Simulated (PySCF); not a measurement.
C2H10AlNO.
Numbering: `[CH3:1][CH2:2][O:3][AlH2-:4][NH3+:5]` (hydrogens: H6, H7, H8 on C1; H9, H10 on C2; H11, H12 on Al4; H13, H14, H15 on N5)

Method: PBE0-D3(BJ)/def2-SVP geometry optimisation, gas phase (PySCF).

Task: List the bond lengths, angles and torsions at this level.

Result: 
| bond | length (Å) |
| --- | --- |
| C1–C2 | 1.519 |
| C2–O3 | 1.386 |
| O3–Al4 | 1.742 |
| Al4–N5 | 2.047 |
| C1–H6, C1–H7, C1–H8 | 1.102 |
| C2–H9, C2–H10 | 1.110 |
| Al4–H11, Al4–H12 | 1.606 |
| N5–H13, N5–H14, N5–H15 | 1.021 |

Bonds in one row agree within 0.01 Å and their mean is given. A selection of angles:
| angle | degrees |
| --- | --- |
| C2–C1–H6 | 110.9 |
| C2–C1–H8 | 110.5 |
| H6–C1–H7 | 107.9 |
| C1–C2–O3 | 112.9 |
| C1–C2–H9 | 108.9 |
| O3–C2–H9 | 111.3 |
| O3–C2–H10 | 109.0 |
| H9–C2–H10 | 105.7 |
| C2–O3–Al4 | 135.2 |
| O3–Al4–N5 | 92.0 |
| O3–Al4–H11 | 116.6 |
| N5–Al4–H11 | 102.2 |
| H11–Al4–H12 | 118.7 |
| Al4–N5–H13 | 110.5 |
| Al4–N5–H14 | 106.5 |
| Al4–N5–H15 | 115.8 |
| H13–N5–H14 | 107.1 |
| H14–N5–H15 | 108.5 |

Dihedral angles: C1–C2–O3–Al4 -68° (synclinal); C2–O3–Al4–N5 -165° (antiperiplanar). The mirror-image conformer, all signs reversed, is as good.

N5 (nitrogen bonded to Al and 3 H) is distorted tetrahedral (angles from 106.5° to 115.8°). O3 (oxygen bonded to Al and C) is bent (angle 135.2°). Al4 (aluminium bonded to N, O and 2 H) has angles from 92.0° to 118.7°.

Point group: C1 (no symmetry element, even within 0.4 Å). Not checked by PBE0-D3(BJ)/def2-SVP frequencies. One conformer, not necessarily the lowest.
